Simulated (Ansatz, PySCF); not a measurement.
This Ansatz (a program for electronic structure) input computes a CCSD(T)/cc-pVDZ energy:

Ansatz 0.2 input:
```yaml
crystal:
  periodic: [false, false, false]
  atoms:
    - {symbol: C, position_ang: [-0.76620736, 0.74042944, 0.67423054]}
    - {symbol: C, position_ang: [0.14821181, 0.33594773, -0.16934856]}
    - {symbol: O, position_ang: [0.52424157, -0.95057406, -0.42524233]}
    - {symbol: H, position_ang: [-1.20617544, 1.65582318, 1.02155770]}
    - {symbol: H, position_ang: [0.72267381, 1.03371630, -0.77663788]}
    - {symbol: H, position_ang: [-0.00245760, -1.54321003, 0.12772692]}
basis:
  gaussian:
    orbitals: cc-pVDZ
magnetization: {spin_polarized: true, initial_magnetization: 1}
correlation: {method: ccsd_t, electrons: outside_noble_gas}
```

Task: Write an input for the same energy in PySCF and say what it gives.

Result: 
```python
from pyscf import gto, scf, mp, cc as ccmod

mol = gto.M(
    atom='''
    C    -0.76620736    0.74042944    0.67423054
    C     0.14821181    0.33594773   -0.16934856
    O     0.52424157   -0.95057406   -0.42524233
    H    -1.20617544    1.65582318    1.02155770
    H     0.72267381    1.03371630   -0.77663788
    H    -0.00245760   -1.54321003    0.12772692
    ''',
    basis='cc-pvdz',
    charge=0,
    spin=1,
    verbose=4,
)

mf = scf.UHF(mol)
mf.conv_tol = 1e-10
mf.max_cycle = 100
mf.kernel()
mo, _, stable, _ = mf.stability(return_status=True)
if not stable:
    mf.kernel(mf.make_rdm1(mo, mf.mo_occ))
mp2 = mp.MP2(mf, frozen=3).run()
cc = ccmod.CCSD(mf, frozen=3)
cc.max_cycle = 100
cc.kernel()
et = cc.ccsd_t()
print(f'E(CCSD(T)) = {cc.e_tot + et:.9f}')
```
It gives -152.72370 Eh, and Ansatz -152.72369 Eh, a difference of 0.01 mEh.

It need not be the lowest isomer of its formula.
